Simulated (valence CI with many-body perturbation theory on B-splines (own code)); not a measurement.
**Cs14+: M1 decay**

Calculated by valence CI with perturbative core correlation (CI+MBPT): five valence electrons over a frozen Dirac-Fock core [Kr], a basis of 7 s, 7 p, 8 d, 6 f, 4 g, 1 h functions for each j, with the one-electron correlation potential Σ1 (screened to all orders), the two-electron term Σ2, the three-electron term Σ3, Breit, model QED; selected single and double excitations, second order for the rest (own B-spline code, finite nucleus).

No measured levels were compared; by estimate terms of the open shell hold to 2 to 4 % of their energy, and close levels can change places. Core correlation moves these levels by up to 12000 cm⁻¹, and in measured spectra 5 to 20 % of such shifts remained as error; rates that hang on mixing are uncertain with them. Among the levels kept, up to 310 cm⁻¹ of a level comes from second order outside the variational space, and about a tenth of that is noise between levels of different J, which matters for small intervals. Only levels of the ground parity were solved; by the run's estimate the other parity begins above the list, which can be wrong where configurations are misplaced.

Lines 51 to 100 of 120 in falling wavelength, among levels below 22.390 eV, chosen from the decays that carry over 1 % of a level's rate. Wavelengths and rates use the calculated energies, so an error of 2000 cm⁻¹ moves a line at 415.9 nm by 8.3 % and its rate by three times that or more. S is in atomic units (e²a₀⁴ for E2 and M2, e²a₀⁶ for E3), for M1 in squared Bohr magnetons. Weak lines are less certain than strong ones. Lines between different terms over intervals too small for the method are left out, as are lines whose strength nearly cancels. Where a level lies close to another of its J and parity, the split of strength between their lines is uncertain.

Names give the largest LS component (configuration and term), which can be under half, so a name can repeat, a term be missing and a line seem to break the LS rules; names also repeat where a configuration has a term twice. Letters in brackets count levels of one name in rising energy.

| λ vac (nm) | Upper | Lower | Type | A (s⁻¹) | S (a.u.) |
| --- | --- | --- | --- | --- | --- |
| 415.9 | 4d5 4D_7/2 | 4d5 4G_5/2 [a] | M1 | 1.09e+00 | 2.33e-02 |
| 410.8 | 4d5 2F_5/2 [b] | 4d5 4P_3/2 | M1 | 1.22e+01 | 1.88e-01 |
| 410.5 | 4d5 2D_3/2 [a] | 4d5 4P_3/2 | M1 | 5.56e+01 | 5.70e-01 |
| 371.4 | 4d5 2F_7/2 [a] | 4d5 4G_7/2 | M1 | 3.06e+00 | 4.65e-02 |
| 368.9 | 4d5 2D_3/2 [a] | 4d5 4D_1/2 | M1 | 3.52e+01 | 2.62e-01 |
| 362.5 | 4d5 2I_13/2 | 4d5 4G_11/2 | M1 | 1.42e+01 | 3.52e-01 |
| 361.4 | 4d5 2S_1/2 | 4d5 4F_3/2 | M1 | 7.97e+00 | 2.79e-02 |
| 360.9 | 4d5 4F_7/2 | 4d5 2G_9/2 [a] | M1 | 1.14e+02 | 1.59e+00 |
| 359.4 | 4d5 2G_9/2 [a] | 4d5 4G_11/2 | M1 | 4.27e+01 | 7.35e-01 |
| 353.4 | 4d5 4F_5/2 | 4d5 4D_7/2 | M1 | 2.55e+01 | 2.50e-01 |
| 348.7 | 4d5 4F_3/2 | 4d5 4D_3/2 | M1 | 1.88e+02 | 1.18e+00 |
| 348.3 | 4d5 4D_5/2 | 4d5 4G_5/2 [a] | M1 | 5.49e+01 | 5.16e-01 |
| 345.0 | 4d5 2H_9/2 | 4d5 4D_7/2 | M1 | 2.17e+01 | 3.30e-01 |
| 335.1 | 4d5 2G_9/2 [a] | 4d5 4G_7/2 | M1 | 3.92e+01 | 5.47e-01 |
| 334.9 | 4d5 2H_11/2 | 4d5 2G_9/2 [a] | M1 | 5.24e+01 | 8.76e-01 |
| 332.3 | 4d5 2H_11/2 | 4d5 2I_13/2 | M1 | 8.34e+01 | 1.36e+00 |
| 328.0 | 4d5 2F_5/2 [a] | 4d5 4G_5/2 [b] | M1 | 3.69e+02 | 2.90e+00 |
| 326.5 | 4d5 4F_7/2 | 4d5 2F_7/2 [a] | M1 | 6.44e+01 | 6.64e-01 |
| 320.8 | 4d5 2G_7/2 [a] | 4d5 4D_7/2 | M1 | 1.01e+01 | 9.93e-02 |
| 320.2 | 4d5 2F_5/2 [b] | 4d5 4D_5/2 | M1 | 4.22e+01 | 3.08e-01 |
| 320.1 | 4d5 2D_3/2 [a] | 4d5 4D_5/2 | M1 | 7.26e+01 | 3.53e-01 |
| 316.2 | 4d5 2F_5/2 [a] | 4d5 4D_3/2 | M1 | 2.70e+01 | 1.90e-01 |
| 304.7 | 4d5 2S_1/2 | 4d5 4P_3/2 | M1 | 7.06e+01 | 1.48e-01 |
| 294.7 | 4d5 2F_5/2 [a] | 4d5 4G_7/2 | M1 | 4.73e+01 | 2.69e-01 |
| 292.2 | 4d5 2F_7/2 [b] | 4d5 4D_5/2 | M1 | 6.16e+01 | 4.56e-01 |
| 286.1 | 4d5 4G_5/2 [a] | 4d5 6S_5/2 | M1 | 1.71e+02 | 8.92e-01 |
| 281.1 | 4d5 2S_1/2 | 4d5 4D_1/2 | M1 | 9.55e+00 | 1.57e-02 |
| 280.9 | 4d5 4P_3/2 | 4d5 4G_5/2 [a] | M1 | 1.52e+01 | 4.99e-02 |
| 278.6 | 4d5 2F_5/2 [b] | 4d5 4D_7/2 | M1 | 1.03e+02 | 4.93e-01 |
| 274.3 | 4d5 2H_11/2 | 4d5 2I_11/2 | M1 | 3.30e+02 | 3.03e+00 |
| 272.6 | 4d5 2F_7/2 [a] | 4d5 4G_5/2 [a] | M1 | 7.68e+00 | 4.61e-02 |
| 268.6 | 4d5 2G_9/2 [b] | 4d5 2I_11/2 | M1 | 5.95e+01 | 4.27e-01 |
| 257.1 | 4d5 2F_7/2 [b] | 4d5 4D_7/2 | M1 | 1.97e+02 | 9.95e-01 |
| 255.6 | 4d5 2H_9/2 | 4d5 4G_9/2 | M1 | 2.08e+02 | 1.29e+00 |
| 255.5 | 4d5 4F_5/2 | 4d5 4G_5/2 [b] | M1 | 1.37e+02 | 5.07e-01 |
| 245.4 | 4d5 4F_3/2 | 4d5 4G_5/2 [a] | M1 | 1.58e+02 | 3.47e-01 |
| 242.4 | 4d5 2H_9/2 | 4d5 4G_11/2 | M1 | 7.88e+01 | 4.16e-01 |
| 242.1 | 4d5 2G_7/2 [a] | 4d5 4G_9/2 | M1 | 5.44e+01 | 2.29e-01 |
| 241.3 | 4d5 2D_3/2 [a] | 4d5 4P_1/2 | M1 | 4.90e+00 | 1.02e-02 |
| 238.1 | 4d5 2G_7/2 [a] | 4d5 4G_5/2 [b] | M1 | 3.66e+00 | 1.47e-02 |
| 234.8 | 4d5 4F_5/2 | 4d5 4G_7/2 | M1 | 1.09e+02 | 3.13e-01 |
| 231.1 | 4d5 4F_7/2 | 4d5 4D_7/2 | M1 | 3.22e+01 | 1.18e-01 |
| 231.1 | 4d5 2H_9/2 | 4d5 4G_7/2 | M1 | 8.83e+01 | 4.04e-01 |
| 228.9 | 4d5 2F_5/2 [a] | 4d5 4G_5/2 [a] | M1 | 1.99e+01 | 5.30e-02 |
| 223.6 | 4d5 4G_7/2 | 4d5 6S_5/2 | M1 | 9.55e+00 | 3.17e-02 |
| 216.5 | 4d5 2G_9/2 [b] | 4d5 4D_7/2 | M1 | 9.15e+01 | 3.44e-01 |
| 214.0 | 4d5 2F_5/2 [b] | 4d5 4G_5/2 [b] | M1 | 9.44e+01 | 2.06e-01 |
| 212.7 | 4d5 4D_3/2 | 4d5 6S_5/2 | M1 | 2.96e+02 | 4.23e-01 |
| 208.9 | 4d5 2F_5/2 [b] | 4d5 4D_3/2 | M1 | 3.67e+01 | 7.43e-02 |
| 208.8 | 4d5 2D_3/2 [a] | 4d5 4D_3/2 | M1 | 2.00e+01 | 2.69e-02 |
